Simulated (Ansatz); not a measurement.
F2GaH3Si (`[F][Ga]([F])[SiH3]`), 7 atoms. The species carries charge 0 and has multiplicity 1. Correlated methods include outer-core shells of Ga, which these sets cover unevenly. Scalar relativity is left out up to krypton. All runs use 4 threads of a server CPU on a shared host. Correlated methods freeze the cores.

**Question.** Give the basis size and wall time and peak host memory of each of these runs in Ansatz. RKS PBE0-D4/def2-TZVP frequencies; RKS PBE-D4/def2-TZVPP energy and forces; RKS PBE0-D4/def2-SVP energy; RHF-CCSD(T)/def2-TZVPP energy; RKS ωB97M-V/def2-TZVPP energy and forces; RKS LC-ωPBE/def2-TZVPP energy; RKS ωB97M-V/def2-QZVPP energy; RKS ωB97X-V/def2-TZVPP energy; RKS PBE0-D4/def2-QZVPP energy; RHF-CCSD(T)/def2-SVP energy; RKS ωB97M-V/def2-SVP energy; RHF-MP2/def2-QZVPP energy. (Best estimate.)

**Answer.** Computed: Other jobs shared the machine, so times are rough.

```
                 level                job  functions  wall time  peak host memory (GiB)
  RKS PBE0-D4/def2-SVP             energy         93      0.8 s                    0.23
 RKS PBE-D4/def2-TZVPP  energy and forces        194      1.6 s                    0.27
RKS LC-ωPBE/def2-TZVPP             energy        194      1.7 s                    0.36
  RKS ωB97M-V/def2-SVP             energy         93      2.7 s                    0.32
  RHF-CCSD(T)/def2-SVP             energy         93      3.2 s                    0.37
RKS PBE0-D4/def2-QZVPP             energy        363      4.1 s                     1.2
RKS ωB97X-V/def2-TZVPP             energy        194      4.4 s                    0.62
RKS ωB97M-V/def2-TZVPP  energy and forces        194        6 s                    0.67
RKS ωB97M-V/def2-QZVPP             energy        363      8.5 s                     1.3
    RHF-MP2/def2-QZVPP             energy        363        9 s                     1.5
RHF-CCSD(T)/def2-TZVPP             energy        194       35 s                     2.3
 RKS PBE0-D4/def2-TZVP        frequencies        165       49 s                    0.46
```

LC-ωPBE has ω = 0.4 bohr⁻¹.
